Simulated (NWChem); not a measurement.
Molecule: Si$_{2}$PH$_{6}$, doublet; SMILES [SiH3][P][SiH3]

```xyz
9

Si     1.6493    -0.0008     0.4342
P      0.0000     0.0000    -1.1268
Si    -1.6493     0.0008     0.4342
H      2.9574    -0.3714    -0.2082
H      1.7699     1.3833     1.0212
H      1.3629    -0.9642     1.5590
H     -1.7699    -1.3833     1.0212
H     -2.9574     0.3714    -0.2082
H     -1.3629     0.9642     1.5590
```
Atoms are numbered in this order, from 1.

Computed with NWChem. Spin-unrestricted. Geometry: optimised at PBE-D3(BJ)/def2-SVP, spin-unrestricted. No stability test was run on the SCF state. B3LYP is NWChem's, with the RPA form of VWN correlation.

Question: Taking B3LYP/def2-TZVPP as the yardstick, which of these has the fewest basis functions while keeping “dipole (D)” within 0.05 D of it: B3LYP/def2-SVPD; B3LYP/def2-SVP; B3LYP/def2-TZVP?

Answer: B3LYP/def2-SVPD.
```json
[
 {"level": "B3LYP/def2-SVP", "basis functions": "84", "dipole (D)": "0.58", "relative time (rough)": "1"},
 {"level": "B3LYP/def2-SVPD", "basis functions": "120", "dipole (D)": "0.45", "relative time (rough)": "2"},
 {"level": "B3LYP/def2-TZVP", "basis functions": "147", "dipole (D)": "0.42", "relative time (rough)": "4"},
 {"level": "B3LYP/def2-TZVPP", "basis functions": "210", "dipole (D)": "0.43", "relative time (rough)": "5"}
]
```

The yardstick is one finite set, not the basis-set limit.
